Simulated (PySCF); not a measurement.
Run record: coupled-cluster job, `F/C=C(/Cl)C=[Se]`.

Computed with EOM-CCSD/aug-cc-pVDZ, vertical, frozen core, gas phase (PySCF 2.14.0). Geometry: PBE0-D3(BJ)/def2-SVP. A driver script takes a list of jobs; this job's settings line and coordinates (Å) are shown.

Command:
```bash
OMP_NUM_THREADS=1 python probes_run.py task.json out
```

Input:
```
{"job": {"kind": "eom", "basis": "aug-cc-pVDZ", "nee": 0}, "charge": 0, "multiplicity": 1}
F     -1.211354    -1.399246    -0.827519
C     -1.206368    -0.189612    -0.334626
C     -0.092851     0.411433     0.146690
Cl    -0.323641     2.025342     0.766321
C      1.253473    -0.103448     0.207076
Se     1.852312    -1.685155    -0.298567
H     -2.183225     0.302293    -0.340476
H      1.965321     0.618031     0.629805
```

Q: Give the output.

A: 
```
E(HF) = -3073.4776206639
E(MP2) = -3074.3752392130
E(CCSD) = -3074.4097775582
T1 diagnostic = 0.0156

EOM-IP-CCSD (eV)   Koopmans (eV)
   8.4589       9.0195
   9.3887       9.3828
  11.2919      11.8389
  11.9229      13.0057
  13.1095      14.1658
  13.6563      14.9432
  14.2086      16.4411
  15.4454      16.9831
```

Q: How far is the first EOM-IP root from its Koopmans value?

A: 8.46 eV against 9.02 eV, a difference of -0.56 eV.

Q: What share of the CCSD correlation energy does MP2 give?

A: MP2 -0.89762 Eh against CCSD -0.93216 Eh: 96.3 %.

In short: CCSD correlation energy -0.9322 Eh; T1 diagnostic 0.016; first ionisation 8.46 eV.

Q: How long does this job take on one thread of an AMD EPYC 7R43, on a shared host? And the peak memory of the process?

A: About 11 min, with 3.0 GiB resident at the peak, the Python interpreter and its libraries included.

One conformer stands for the species.
Labels such as C1 count atoms from 1, the log's own numbers from 0.
